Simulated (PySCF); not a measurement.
# What a mistake does to a calculation on CH4OSi2

These are calculations, not measurements. The program is PySCF 2.14.0, an open-source quantum chemistry code, run on an isolated molecule that a program drew, which may never have been made. The molecule is CH4OSi2 (charge 0, singlet), drawn as the SMILES string `OC=[SiH][SiH]`.

Each row is a Hartree-Fock (HF) and frozen-core CCSD(T) single point in the cc-pV(D+d)Z basis, meant for a local HF minimum. Run 1 is clean. Each other run has one planted mistake out of seven kinds, and not every kind appears here: one electron removed, one electron added, multiplicity raised by two, geometry at a saddle point, minimal basis STO-3G, one bond length entered in bohr, all coordinates scaled. The reference is restricted for singlets and unrestricted otherwise, and also for a bond in bohr. Adding or removing an electron swaps singlet and doublet. Electrons count all cores. HOMO and LUMO are orbital energies over both spins, the gradient is its largest component, and the lowest frequency (negative if imaginary) is given only where the gradient is small. Bond lengths are over the 7 bonds as drawn. T1 is the CCSD diagnostic: over 0.02 (restricted) or 0.045 (unrestricted) a single reference is doubtful.

Geometry of the clean run:
```xyz
8
CH4OSi2, angstrom
O    -0.5447   -0.8596   -0.8477
C     0.5152   -0.3355   -0.2344
Si    1.8475    0.4977   -1.0303
Si    1.7720    0.7050   -3.3305
H    -1.1366   -1.2598   -0.2285
H     0.5185   -0.4539    0.8494
H     2.8309    0.9341   -0.0180
H     3.0918    1.4489   -3.4003
```

| run | electrons | basis functions | <S^2> | HOMO (eV) | LUMO (eV) | gradient (hartree/bohr) | lowest frequency (cm^-1) | mean bond (Å) | longest bond (Å) | T1 | HF (hartree) | CCSD(T) (hartree) | mistake |
|---|---|---|---|---|---|---|---|---|---|---|---|---|---|
| 1 | 46 | 94 | 0.000 | -7.44 | 0.18 | 2.5e-05 | 109 | 1.4905 | 2.311 | 0.0201 | -692.80719 | -693.38025 | no fault |
| 2 | 46 | 94 | 1.555 | -7.74 | 0.37 | 2.7e-02 | - | 1.6833 | 2.866 | 0.0579 | -692.73656 | -693.27598 | one bond length entered in bohr |
| 3 | 45 | 94 | 1.266 | -14.21 | -5.75 | 4.9e-02 | - | 1.4905 | 2.311 | 0.0694 | -692.57563 | -693.10028 | one electron removed |
| 4 | 46 | 94 | 0.000 | -7.50 | 0.25 | 2.4e-02 | - | 1.4622 | 2.267 | 0.0196 | -692.80409 | -693.37351 | ? |
| 5 | 46 | 94 | 2.025 | -6.84 | -0.10 | 4.9e-02 | - | 1.4905 | 2.311 | 0.0211 | -692.79485 | -693.33217 | ? |

**Which mistake was planted in run 4, and what did it cost?**

The mean and the longest bond both change by the same factor, 0.981, and the gradient is no longer small. So the mistake is: all coordinates scaled. Subtracting run 1 and multiplying by 627.51 kcal/mol a hartree, the energy moved by 1.9 kcal/mol in HF and 4.2 kcal/mol in CCSD(T).

**Which mistake was planted in run 5, and what did it cost?**

Electrons, basis and geometry are unchanged, and <S^2> is 2.025, beside S(S+1) = 2.00 for a multiplicity of 3. So the mistake is: multiplicity raised by two. Subtracting run 1 and multiplying by 627.51 kcal/mol a hartree, the energy moved by 7.7 kcal/mol in HF and 30.2 kcal/mol in CCSD(T).

Cautions from the logs. Run 1: T1 is over the limit, so its CCSD(T) energy is less reliable; run 2: T1 is over the limit, so its CCSD(T) energy is less reliable; run 3: T1 is over the limit, so its CCSD(T) energy is less reliable.
